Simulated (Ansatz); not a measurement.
The cluster Pb4O3, relaxed as a singlet with RKS PBE-D4/def2-SVP in Ansatz, starting from the GFN1-xTB geometry. Force threshold 0.02 eV/Å.

In the def2 sets Pb takes a core potential; there is no spin–orbit coupling. The structure comes from a short search, and lower isomers may exist.

Start:

| atom | x (Å) | y (Å) | z (Å) |
| --- | --- | --- | --- |
| Pb1 | 0.507 | 1.678 | 0.332 |
| Pb2 | -0.007 | -1.919 | 0.611 |
| Pb3 | 0.615 | -0.648 | -2.132 |
| Pb4 | -2.079 | 0.023 | 1.318 |
| O5 | 1.727 | 0.894 | -1.262 |
| O6 | 0.218 | 0.003 | 1.784 |
| O7 | -0.980 | -0.031 | -0.652 |

```tsv
step	energy (eV)	largest force component (eV/Å)	SCF passes
1	-27131.6007	0.933	26
2	-27131.6141	0.790	30
3	-27131.7410	0.263	25
4	-27131.7575	0.314	31
5	-27131.7731	0.148	26
6	-27131.8208	0.227	31
7	-27131.9046	0.239	31
8	-27131.9719	0.376	32
9	-27131.9904	0.318	31
10	-27132.0170	0.056	24
11	-27132.0184	0.032	24
12 (rejected)	-27132.0182	0.083	24
13	-27132.0189	0.017	25
```

Force components are those of the run's own axes.

End:

```xyz
7

Pb    0.9575    1.9257    0.7177
Pb   -0.1519   -2.0862    0.8065
Pb    0.6189   -0.5886   -2.0999
Pb   -1.9565    0.2981    1.0450
O     1.4024    1.1955   -1.2354
O     0.3195   -0.0054    1.5968
O    -1.1900   -0.7391   -0.8307
```

Bonds lost: Pb1–O7 (atoms count from 1). The end is the same structure that another start reached.

No frequencies were taken in this run, so the end may be a saddle point.

Hardware: 4 threads of Intel Xeon 6975P-C on a shared host. Wall time 13 s.
